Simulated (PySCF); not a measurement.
Two species compared at the same levels of theory.

First species: C4H10OSi.
SMILES: `C=CCCO[SiH3]`

Second species: C4H10OSi.
Z-matrix (Å and degrees, PBE0-D3(BJ)/def2-SVP geometry), rows numbered from 1:
```
Si
O   1  1.6633
C   2  1.4067  1  123.89
C   3  1.4990  2  110.06  1  -179.33
C   4  1.4978  3  119.79  2   -81.43
C   5  1.4998  4   60.06  3  -109.04
H   1  1.4979  2  110.91  3   -60.43
H   1  1.4875  2  106.66  3   179.72
H   1  1.4979  2  111.05  3    59.89
H   3  1.1091  2  110.65  1    60.01
H   3  1.1082  2  110.39  1   -58.08
H   4  1.0952  3  113.81  2    63.34
H   5  1.0941  4  117.56  6   108.27
H   5  1.0928  4  118.14  6  -108.52
H   6  1.0929  4  118.25  5   108.56
H   6  1.0945  4  117.96  5  -107.80
```

Levels: B3LYP/def2-SVPD for dipole moment, HOMO energy, LUMO energy, HOMO–LUMO gap, static isotropic polarisability and electronic spatial extent ⟨r²⟩ about the centre of nuclear charge; TDDFT B3LYP/def2-SVPD for lowest singlet excitation; TDA B3LYP/def2-SVPD for lowest triplet excitation (Tamm–Dancoff); ΔSCF B3LYP/def2-SVPD for vertical ionisation energy; PBE0-D3(BJ)/def2-SVP for rotational constant A and rotational constant C. Geometries: PBE0-D3(BJ)/def2-SVP. Each species is one conformer at its optimised geometry, gas phase, non-relativistic unless stated. Electronic properties by PySCF.

The conformers computed, where there is a choice (atom-mapped SMILES and torsion angles):
- `[CH2:1]=[CH:2][CH2:3][CH2:4][O:5][SiH3:6]`: C1–C2–C3–C4 124°, C2–C3–C4–O5 62°, C3–C4–O5–Si6 -170°
- `[SiH3:1][O:2][CH2:3][CH:4]1[CH2:5][CH2:6]1`: Si1–O2–C3–C4 -179°, O2–C3–C4–C5 -81°

Problem. Which of the two has the higher static isotropic polarisability, and by how much?

Solution. The first: 82.8 au against 79.0 au, a difference of 3.8 au.

Problem. Which of the two has the higher ⟨r²⟩, and by how much?

Solution. The first: 1129 bohr² against 1082 bohr², a difference of 47 bohr².

Problem. Which of the two has the higher HOMO energy, and by how much?

Solution. The first: -7.21 eV against -7.77 eV, a difference of 0.56 eV.

Problem. Which has the higher S1 energy?

Solution. The second: 6.73 eV against 6.52 eV, a difference of 0.21 eV.

Problem. Which of the two has the higher rotational constant A, and by how much?

Solution. The second: 10.623 GHz against 7.869 GHz, a difference of 2.754 GHz.

Problem. Which of the two has the higher HOMO–LUMO gap, and by how much?

Solution. The second: 7.82 eV against 7.02 eV, a difference of 0.80 eV.

Problem. Which of the two has the higher rotational constant C, and by how much?

Solution. The second: 1.122 GHz against 1.064 GHz, a difference of 0.058 GHz.

Problem. Which has the higher vertical ionisation energy?

Solution. The second: 9.82 eV against 9.41 eV, a difference of 0.41 eV.

On the first: The dipole matches unit charges of opposite sign 0.20 Å apart (1 e·Å = 4.8032 D). The principal polarisabilities are 69.2, 77.0 and 102.2 au; their mean is the isotropic value.

On the second: The vertical singlet–triplet gap S1 − T1 is 0.26 eV (TDDFT singlet less Tamm–Dancoff triplet; S1: HOMO→LUMO, weight 0.92; T1: HOMO→LUMO, weight 0.86). The ΔSCF ionisation energy exceeds −ε(HOMO) by 2.05 eV with B3LYP.
